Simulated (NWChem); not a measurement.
System: C₂H₄FNSi; SMILES N#C[C@H]([SiH3])F

Here is an NWChem input.

```
start job
memory heap 200 mb stack 900 mb global 1100 mb
geometry units angstroms noautosym nocenter noautoz
  N      0.796092    -2.341100     0.169704
  C      0.224668    -1.372340    -0.104949
  C     -0.455271    -0.122602    -0.428743
  F     -1.667440    -0.045030     0.222207
  Si     0.602692     1.410767     0.067379
  H     -0.637331    -0.106247    -1.518838
  H      0.829096     1.368218     1.536780
  H     -0.179596     2.617852    -0.318117
  H      1.889447     1.351018    -0.681765
end
basis spherical
  * library def2-svp
end
dft
  xc pbe0
  iterations 150
end
cosmo
  do_cosmo_smd true
  solvent water
end
task dft energy
```

Excerpt of the output:

```
             Northwest Computational Chemistry Package (NWChem) 7.3.0
             --------------------------------------------------------

                             Geometry "geometry" -> ""
                             -------------------------

 Output coordinates in angstroms (scale by  1.889725989 to convert to a.u.)

  No.       Tag          Charge          X              Y              Z
 ---- ---------------- ---------- -------------- -------------- --------------
    1 N                    7.0000     0.79609200    -2.34110000     0.16970400
    2 C                    6.0000     0.22466800    -1.37234000    -0.10494900
    3 C                    6.0000    -0.45527100    -0.12260200    -0.42874300
    4 F                    9.0000    -1.66744000    -0.04503000     0.22220700
    5 Si                  14.0000     0.60269200     1.41076700     0.06737900
    6 H                    1.0000    -0.63733100    -0.10624700    -1.51883800
    7 H                    1.0000     0.82909600     1.36821800     1.53678000
    8 H                    1.0000    -0.17959600     2.61785200    -0.31811700
    9 H                    1.0000     1.88944700     1.35101800    -0.68176500

 Effective nuclear repulsion energy (a.u.)     200.9380450578

                                 NWChem DFT Module
                                 -----------------

 Summary of "ao basis" -> "ao basis" (spherical)
 ------------------------------------------------------------------------------
       Tag                 Description            Shells   Functions and Types
 ---------------- ------------------------------  ------  ---------------------
 N                          def2-svp                 6       14   3s2p1d
 C                          def2-svp                 6       14   3s2p1d
 F                          def2-svp                 6       14   3s2p1d
 Si                         def2-svp                 8       18   4s3p1d
 H                          def2-svp                 3        5   2s1p

 in cosmo_initialize ...
 calling solv_data for solv:h2o

 solvent parameters
 solvname_short: h2o
 solvname_long:  water
 dielec:       78.4000
 dielecinf:     1.7769
 aqueous SMD model solvent descriptors
 dielec:       78.4000
 sola:          0.8200

          ---------------
          -cosmo- solvent
          ---------------
 Cosmo: York-Karplus, doi: 10.1021/jp992097l
 dielectric constant -eps-     =  78.40
 screen = (eps-1)/(eps    )    =   0.98724
 surface charge correction     = lagrangian

[...]

                                COSMO-SMD solvation results
                                ---------------------------

             internal energy in gas <Psi(g)|H|Psi(g)> =      -522.012363656291
         internal energy in solvent <Psi(s)|H|Psi(s)> =      -522.010107179615
                               delta internal energy  =         0.002256476676 (    1.42 kcal/mol)
   total free energy in solvent <Psi(s)|H+V/2|Psi(s)> =      -522.022445549924
 polarization energy contribution <Psi(s)|V/2|Psi(s)> =        -0.012338370308 (   -7.74 kcal/mol)
    total free energy in solvent including G(SMD-CDS) =      -522.014160205008
                       G(SMD-CDS) energy contribution =         0.008285344916 (    5.20 kcal/mol)
     1 M fixed-concentration free energy of solvation =        -0.001796548717 (   -1.13 kcal/mol)

                       DFT Final Molecular Orbital Analysis
                       ------------------------------------

 Vector   21  Occ=2.000000D+00  E=-3.681598D-01
              MO Center=  9.4D-01,  1.1D+00,  2.6D-01, r^2= 3.1D+00
   Bfn.  Coefficient  Atom+Function         Bfn.  Coefficient  Atom+Function
  ----- ------------  ---------------      ----- ------------  ---------------
    90     -0.309423  9 H  s                 80      0.306456  7 H  s
    66      0.259804  5 Si pz                69      0.179082  5 Si pz
    81      0.166255  7 H  s                 91     -0.162296  9 H  s
    63     -0.145828  5 Si pz                47      0.135554  4 F  py
    64     -0.129791  5 Si px                18      0.108305  2 C  px

 Vector   22  Occ=2.000000D+00  E=-3.652032D-01
              MO Center=  3.9D-01,  1.3D+00, -3.0D-02, r^2= 4.1D+00
   Bfn.  Coefficient  Atom+Function         Bfn.  Coefficient  Atom+Function
  ----- ------------  ---------------      ----- ------------  ---------------
    85      0.345431  8 H  s                 64     -0.196777  5 Si px
    86      0.185900  8 H  s                  4     -0.179974  1 N  px
    80     -0.173351  7 H  s                 65      0.165055  5 Si py
    90     -0.163558  9 H  s                 67     -0.131850  5 Si px
    68      0.121996  5 Si py                19      0.115626  2 C  py

 Vector   23  Occ=2.000000D+00  E=-3.250888D-01
              MO Center= -5.7D-02, -3.4D-01, -8.2D-02, r^2= 3.5D+00
   Bfn.  Coefficient  Atom+Function         Bfn.  Coefficient  Atom+Function
  ----- ------------  ---------------      ----- ------------  ---------------
    31      0.257941  3 C  s                 33      0.235233  3 C  py
     6      0.202684  1 N  pz                47      0.203292  4 F  py
    34      0.189122  3 C  pz                65     -0.183105  5 Si py
    75     -0.180819  6 H  s                  4      0.177586  1 N  px
    32      0.172468  3 C  px                48      0.167135  4 F  pz

 Vector   24  Occ=0.000000D+00  E=-1.672556D-02
              MO Center=  1.0D-01, -8.8D-01, -4.2D-02, r^2= 3.6D+00
   Bfn.  Coefficient  Atom+Function         Bfn.  Coefficient  Atom+Function
  ----- ------------  ---------------      ----- ------------  ---------------
    35     -0.382702  3 C  px                 7      0.348360  1 N  px
    67     -0.344616  5 Si px                21     -0.318119  2 C  px
    45     -0.317225  4 F  s                  4     -0.309100  1 N  px
    18     -0.283934  2 C  px                86     -0.235705  8 H  s
    91      0.210656  9 H  s                  9     -0.206410  1 N  pz

[...]
```

Level: PBE0/def2-SVP, SMD on the gas-phase geometry. The geometry was optimised at PBE0/def2-SVP. Solvent: water.
